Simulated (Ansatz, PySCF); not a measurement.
Dissociation curve of SMILES [BH3-][SH2+]. The B1–S5 bond (B1 also carries H, H, H; S5 carries H, H) is pulled apart rigidly from the PBE0/def2-TZVP optimised geometry.

- RHF/def2-TZVP, density fitting (PySCF)
- RKS-PBE = restricted PBE/def2-TZVP (Ansatz, an electronic-structure program)
- UKS-PBE0 = PySCF 2.14.0 with unrestricted PBE0/def2-TZVP

Energies relative to the lowest point of each curve near equilibrium, in eV:

```
R / Å    RHF  RKS-PBE
-----  -----  -------
1.69   0.892    0.583
1.77   0.485    0.258
1.85   0.237    0.083
1.92   0.109    0.015
2.66   0.210    0.609
3.26   0.394    1.012
3.52   0.437    1.106
3.92   0.480    1.192
4.32   0.505    1.237
4.87   0.524    1.267
5.40   0.534    1.281
5.88   0.540    1.288
```

Q: What does UKS-PBE0 give at the same points?

A: 1.69: 0.580; 1.77: 0.254; 1.85: 0.081; 1.92: 0.014; 2.66: 0.609; 3.26: 0.991; 3.52: 1.074; 3.92: 1.148; 4.32: 1.186; 4.87: 1.211; 5.40: 1.223; 5.88: 1.229 (eV).
